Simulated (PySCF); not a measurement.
Isomers of C7H17N, one GFN2-xTB conformer each. Single-point energies are computed at PBE0/pcSseg-1 (PySCF, gas phase, no added dispersion term), electronic only.

Task: Rank them by PBE0/pcSseg-1 energy, lowest first (kcal/mol).
A. `[CH3:1][CH2:2][N:3]([CH2:4][CH3:5])[CH:6]([CH3:7])[CH3:8]` with C1–C2–N3–C4 -79°, C2–N3–C4–C5 135°, C2–N3–C6–C7 -74°
B. `[CH3:1][CH:2]([CH3:3])[CH:4]([NH2:5])[CH:6]([CH3:7])[CH3:8]` with C1–C2–C4–N5 62°, C2–C4–N5–H 58° and -62°, C2–C4–C6–C7 -53° (2,4-dimethylpentan-3-amine)

Result: B (0.0), A (10.2).

As drawn, the lower has an N–H bond, which the higher lacks. GFN2-xTB itself gives, in the same order: 2.3, 0.0. GFN2-xTB puts CCN(CC)C(C)C lowest instead.

Task: Which frontier levels, dipoles and rotational constants go with these structures?

Result: 
```json
{"SMILES": "CC(C)C(N)C(C)C", "HOMO (eV, PBE0/pcSseg-1)": "-6.66", "LUMO (eV)": "1.31", "dipole (D)": "1.33", "A, B, C (MHz)": "2819, 1359, 1149"}
{"SMILES": "CCN(CC)C(C)C", "HOMO (eV, PBE0/pcSseg-1)": "-5.73", "LUMO (eV)": "1.44", "dipole (D)": "0.63", "A, B, C (MHz)": "2054, 1585, 1204"}
```
